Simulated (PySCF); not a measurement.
## Radial density of Ru²⁺ (ruthenium, charge +2)

HSE06, [Kr] 4d6, high-spin 5D determinant. All numbers are calculated (PySCF 2.14, a scalar-relativistic core potential, in cc-pwCVTZ-PP with ECP28MDF). This is the valence pseudo-density: the core potential removes the inner electrons and smooths the orbitals near the nucleus.

| r (bohr) | 4πr²ρ (e/bohr) | 4πr²(ρα − ρβ) |
| --- | --- | --- |
| 0.0314 | 2.298e-05 | 0.0000 |
| 0.0528 | 5.456e-05 | 0.0000 |
| 0.0888 | 0.0001823 | 0.0000 |
| 0.149 | 0.001591 | 0.0004 |
| 0.251 | 0.02591 | 0.0066 |
| 0.423 | 0.6978 | 0.1231 |
| 0.711 | 8.523 | 1.3032 |
| 1.20 | 12.05 | 3.0747 |
| 2.01 | 2.759 | 1.3404 |
| 3.38 | 0.1748 | 0.1006 |
| 5.69 | 0.001212 | 0.0006 |

Energies and moments cover only the electrons outside the core potential.
